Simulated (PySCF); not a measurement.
C3H8OPSi2 (doublet state).
Cartesian coordinates in Å at the GFN2-xTB level; atoms count from 1:
```
atom  x, y, z in Å
C1    -3.6149    0.1656    0.3277
O2    -2.8587   -1.0117    0.2518
Si3   -1.4103   -1.3599    0.8822
C4     0.0201   -0.4226    0.2808
C5     1.0027    0.0708   -0.2577
Si6    2.5264    0.7840   -1.0006
P7     4.3081   -0.5511   -0.6735
H8    -4.5384    0.0040   -0.2284
H9    -3.0680    1.0021   -0.1123
H10   -3.8559    0.4071    1.3655
H11   -1.4512   -1.6184    2.3089
H12    2.3505    0.9277   -2.4505
H13    2.8543    2.0721   -0.3712
H14    4.0707   -0.7505    0.6731
H15    3.6604   -1.7226   -1.0178
```

The hyperfine couplings belong to this conformer and change with its torsions.

As a line formula: `CO[SiH]C#C[SiH2]P` [radical].

Level of theory: UKS B3LYP, pcH-1 on C H O P Si, non-relativistic, mean-field spin-orbit, GIAO (PySCF). One conformer (not necessarily the lowest) at the GFN2-xTB geometry, without solvent, vibrations or thermal averaging. Couplings are sensitive to structure, and on GFN2-xTB geometries they can be far from those on DFT ones, by a factor of two or more for some ions and for spin on atoms past the first row. The SCF solution wasn't tested for stability.

Match the computed a_iso(13C) values +34.5, +21.6, +18.8 MHz with the sites C1; C4; C5.

| site | a_iso (MHz) | ρ(0) (bohr⁻³) | position | distance from Si3 (Å) | spin population | largest \|T\| (MHz) |
| --- | --- | --- | --- | --- | --- | --- |
| C1 | +34.5 | +0.0306 | 2 bonds from Si3 | 2.74 | +0.02 | 5.2 |
| C4 | +21.6 | +0.0192 | 1 bond from Si3 | 1.81 | -0.11 | 12.1 |
| C5 | +18.8 | +0.0168 | 2 bonds from Si3 | 3.03 | +0.22 | 31.0 |

The isotropic 29Si couplings are -549.8, +9.8 MHz. Assign them to Si3; Si6.

| site | a_iso (MHz) | ρ(0) (bohr⁻³) | position | distance from Si3 (Å) | spin population | largest \|T\| (MHz) |
| --- | --- | --- | --- | --- | --- | --- |
| Si3 | -549.8 | +0.6198 | largest spin population | 0.00 | +0.85 | 154.4 |
| Si6 | +9.8 | -0.0111 | 3 bonds from Si3 | 4.86 | -0.01 | 0.7 |

ρ(0) is the spin density at the nucleus and T the dipolar tensor; a_iso includes a spin–orbit part; entries for several nuclei are means. The largest Mulliken spin populations are on Si3 (+0.85), C5 (+0.22) and C4 (-0.11). The positive populations add up to 1.12 and the negative ones to -0.12, together 2S = 1. The angles at Si3 add up to 347.3°, so it is slightly pyramidal.

Nuclei that the bonding pattern makes equivalent are averaged, as if the motion that swaps them (rotation, inversion, ring flip) were fast. The 1H value of +9.5 MHz is a mean of couplings from 3.5 to 15.5 MHz in this one geometry, not an average over conformers.
